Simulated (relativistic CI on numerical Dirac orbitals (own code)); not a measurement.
## Tc3+: 3d photoemission

Computed with this model: Dirac-Coulomb-Breit CI, separate exchange-only KLI orbitals for each configuration, model QED (radiative potential, 1s self-energy scaled to tabulated hydrogen-like ionisation energies), valence Slater integrals scaled by 0.9, multiplet model of photoemission in the sudden approximation; configurations [Kr] 4d4 → [Ar] 3d9 4s2 4p6 4d4; 80 K; Lorentzian 0.3 eV and Gaussian 0.5 eV FWHM. Energies are those of the free ion, without screening or charge transfer. The energies are binding energies and can lie tens of eV above those of solids. S is read from ⟨S²⟩ = S(S + 1).

Field parameters in Wybourne normalisation: Td as Oh with Dq negative (B⁴₀ = 21Dq, B⁴₄ = √(5/14) B⁴₀). The field is a parameter set, without covalency.

free ion: ground-state S = 1.99, centroid 299.87 eV. Peaks (eV, height): 297.5 (100), 298.6 (51), 301.4 (43), 302.5 (15).

Td, 10Dq = -2650 cm⁻¹: ground-state S = 1.99, centroid 299.88 eV. Peaks (eV, height): 297.5 (100), 298.6 (51), 301.0 (39), 301.5 (43).

Strongest unbroadened transitions for free ion:

```csv
Energy (eV),Relative strength
297.52,100.0
297.75,1.7
298.44,12.9
298.64,37.0
300.19,1.5
300.74,5.3
300.87,5.9
300.91,19.5
301.43,24.4
301.62,13.0
301.85,1.7
302.47,8.3
302.71,4.6
308.15,2.0
308.37,2.2
308.98,3.6
309.28,2.5
311.42,2.2
```
